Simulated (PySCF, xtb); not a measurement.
GeH3N, SMILES [GeH][NH2] (connectivity only; charge and spin as stated), neutral, multiplicity 1.

Harmonic wavenumbers (cm⁻¹) from xtb 6.7.1 with GFN2-xTB at its own minimum, in rising order: 436, 530, 576, 650, 768, 1423, 1493, 3434, 3466.

Question: What does B3LYP-D3(BJ)/def2-TZVP (PySCF) give at its own minimum? (An estimate is asked for; the answer gives what the named calculation found.)

Answer: 493, 641, 691, 697, 881, 1574, 1851, 3548, 3654. Paired by order, the mean absolute difference is 139 cm⁻¹ and the zero-point energies are 18.3 and 20.1 kcal/mol.
